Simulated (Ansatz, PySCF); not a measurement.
Process, species as SMILES: COC(C)OC -> C[CH]OC + C[O] (the C-O bond at the site shown breaks; other sites are not compared here)
Each molecule is optimised on its own at B3LYP-D3(BJ)/def2-TZVP (Ansatz, a first-principles code), one conformer each, not searched for the lowest. Frequencies are from Ansatz or PySCF.

Property: bond dissociation energy (0 K, with B3LYP-D3(BJ) harmonic zero-point energies), in eV. Valence correlation only, unless marked. Open shells are spin-unrestricted. Spin-orbit coupling is left out. Non-relativistic. Basis-set limits of correlation are two-point, X^-3; Hartree-Fock from the larger set. The bracket is a focal-point correction in the basis named.

```csv
level,program,bond dissociation energy (eV),minus last row
HF/cc-pVTZ,Ansatz,2.14,-1.72
SVWN5/def2-TZVPD,Ansatz,4.25,0.39
BLYP-D4/def2-TZVPD,Ansatz + dftd4,3.26,-0.60
revPBE-D3(BJ)/def2-TZVPD,Ansatz + dftd3,3.24,-0.62
revPBE/def2-TZVPD,Ansatz,3.03,-0.83
PBE0/6-31G*,Ansatz,3.52,-0.34
PBE0-D3(BJ)/def2-TZVP,Ansatz + dftd3,3.46,-0.40
PBE0-D3(BJ)/def2-TZVPD,Ansatz + dftd3,3.44,-0.42
PBE0/def2-TZVP,Ansatz,3.37,-0.49
BHLYP/def2-TZVPD,Ansatz,3.14,-0.72
HSE06-D4/def2-TZVPD,Ansatz + dftd4,3.45,-0.41
HSE06/def2-TZVPD,Ansatz,3.36,-0.50
CAM-B3LYP/def2-TZVPD,Ansatz,3.37,-0.49
B2GP-PLYP-D3(BJ)/def2-TZVPD,Ansatz + dftd3,3.61,-0.25
"RI-MP2/CBS(cc-pVTZ,cc-pVQZ)",Ansatz,4.22,0.36
SCS-MP2/STO-3G,Ansatz,3.21,-0.65
SCS-MP2/cc-pVDZ,Ansatz,3.81,-0.05
CCSD/STO-3G,Ansatz,3.17,-0.69
CCSD/cc-pVDZ,Ansatz,3.48,-0.38
CCSD(T)/aug-cc-pVDZ,Ansatz,3.62,-0.24
"RI-MP2/CBS(cc-pVTZ,cc-pVQZ)+[CCSD(T)-MP2]/cc-pVDZ",Ansatz,3.86,0.00
```
